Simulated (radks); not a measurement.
The gold ion Au+, configuration [Xe] 4f14 5d10.

All-electron calculation, scalar-relativistic Kohn-Sham, LB94 model potential, spin-polarised, spherical densities, finite nucleus; Fermi nuclear charge, rms radius 5.4371 fm. Program: a radial shooting solver on a logarithmic mesh with Libxc functionals.

Energy parts (hartree):
part                   energy
kinetic            21310.9121
electron-nucleus  -47336.3762
Hartree             7380.2912
(The LB94 potential has no energy functional, so no total or exchange-correlation energy is given.)

Orbitals (lengths in bohr, moments of r in powers of bohr; <r^-3> diverges for s and p1/2):
[
 {"orbital": "1s", "occ.": "2", "eigenvalue (hartree)": "-2977.490", "<r^4>": "4.224e-07", "<1/r>": "95.80", "<r^-3>": "-", "<r^2>": "0.0003922"},
 {"orbital": "2s", "occ.": "2", "eigenvalue (hartree)": "-526.4675", "<r^4>": "0.00006182", "<1/r>": "22.47", "<r^-3>": "-", "<r^2>": "0.005976"},
 {"orbital": "2p", "occ.": "6", "eigenvalue (hartree)": "-455.5721", "<r^4>": "0.00005010", "<1/r>": "20.01", "<r^-3>": "25640", "<r^2>": "0.005027"},
 {"orbital": "3s", "occ.": "2", "eigenvalue (hartree)": "-124.9475", "<r^4>": "0.002233", "<1/r>": "8.324", "<r^-3>": "-", "<r^2>": "0.03853"},
 {"orbital": "3p", "occ.": "6", "eigenvalue (hartree)": "-104.3665", "<r^4>": "0.002449", "<1/r>": "7.603", "<r^-3>": "5858", "<r^2>": "0.03957"},
 {"orbital": "3d", "occ.": "10", "eigenvalue (hartree)": "-82.29977", "<r^4>": "0.001880", "<1/r>": "7.161", "<r^-3>": "728.8", "<r^2>": "0.03276"},
 {"orbital": "4s", "occ.": "2", "eigenvalue (hartree)": "-27.52691", "<r^4>": "0.05066", "<1/r>": "3.557", "<r^-3>": "-", "<r^2>": "0.1874"},
 {"orbital": "4p", "occ.": "6", "eigenvalue (hartree)": "-20.80799", "<r^4>": "0.06762", "<1/r>": "3.212", "<r^-3>": "1397", "<r^2>": "0.2140"},
 {"orbital": "4d", "occ.": "10", "eigenvalue (hartree)": "-12.70733", "<r^4>": "0.09312", "<1/r>": "2.883", "<r^-3>": "152.4", "<r^2>": "0.2427"},
 {"orbital": "5s", "occ.": "2", "eigenvalue (hartree)": "-4.58409", "<r^4>": "1.327", "<1/r>": "1.478", "<r^-3>": "-", "<r^2>": "0.9531"},
 {"orbital": "4f", "occ.": "14", "eigenvalue (hartree)": "-3.70294", "<r^4>": "0.1797", "<1/r>": "2.474", "<r^-3>": "29.77", "<r^2>": "0.2970"},
 {"orbital": "5p", "occ.": "6", "eigenvalue (hartree)": "-2.77359", "<r^4>": "2.556", "<1/r>": "1.247", "<r^-3>": "243.4", "<r^2>": "1.294"},
 {"orbital": "5d", "occ.": "10", "eigenvalue (hartree)": "-0.81038", "<r^4>": "15.32", "<1/r>": "0.8468", "<r^-3>": "13.72", "<r^2>": "2.872"},
 {"orbital": "6s", "occ.": "0", "eigenvalue (hartree)": "-0.72287", "<r^4>": "77.20", "<1/r>": "0.5023", "<r^-3>": "-", "<r^2>": "7.143"},
 {"orbital": "6p", "occ.": "0", "eigenvalue (hartree)": "-0.44896", "<r^4>": "227.7", "<1/r>": "0.3794", "<r^-3>": "19.65", "<r^2>": "12.18"},
 {"orbital": "6d", "occ.": "0", "eigenvalue (hartree)": "-0.20677", "<r^4>": "1936", "<1/r>": "0.2262", "<r^-3>": "0.9681", "<r^2>": "35.43"},
 {"orbital": "5f", "occ.": "0", "eigenvalue (hartree)": "-0.12174", "<r^4>": "9241", "<1/r>": "0.1429", "<r^-3>": "0.009261", "<r^2>": "76.33"}
]

The highest occupied level is 5d at -22.052 eV. The density falls to 0.001 e/bohr^3 at r = 3.71 bohr. Summed over all electrons, <r^2> = 47.32 bohr^2, which gives a Langevin (diamagnetic) susceptibility term of -37.5 x 10^-6 cm^3/mol. The electron density at the nucleus is 2.303e+06 e/bohr^3 (large components only).
